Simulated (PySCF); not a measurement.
## IF₄: one-bond stretch

All numbers come from PySCF, UPBE0, basis I def2-SVP with ECP28, F def2-SVP (scalar-relativistic core potentials, no spin–orbit coupling, density fitting).

Rigid scan from the doublet minimum (I–F 1.953 Å (×4); F–I–F 88.9° (×4), F–I–F 163.7° (×2)). Coordinate: the bond from I to the last atom (F) scaled, the rest fixed. Energies in kJ/mol from the minimum.

| scale of one bond | E (kJ/mol) | dipole size (D) | ⟨S²⟩ |
| --- | --- | --- | --- |
| 0.92 | 34.2 | 1.49 | 0.75 |
| 0.96 | 7.4 | 1.34 | 0.75 |
| 1.00 | 0.0 | 1.32 | 0.75 |
| 1.05 | 8.6 | 1.45 | 0.75 |
| 1.12 | 39.1 | 1.75 | 0.76 |
| 1.20 | 82.7 | 1.98 | 0.77 |
| 1.35 | 147.1 | 1.71 | 0.79 |
| 1.55 | 187.1 | – | 0.76 |
| 1.80 | 203.3 | – | 0.75 |
| 2.20 | 209.4 | – | 0.75 |

With an element this heavy the missing spin–orbit coupling can shift these numbers.

Other isomers or separated fragments may lie lower.

The scan took 32 s on 2 threads of a shared AMD EPYC 9B14 (Zen 4) host; the process peaked at 1.1 GiB. Launch command: `OMP_NUM_THREADS=2 python axn.py task.json out`.
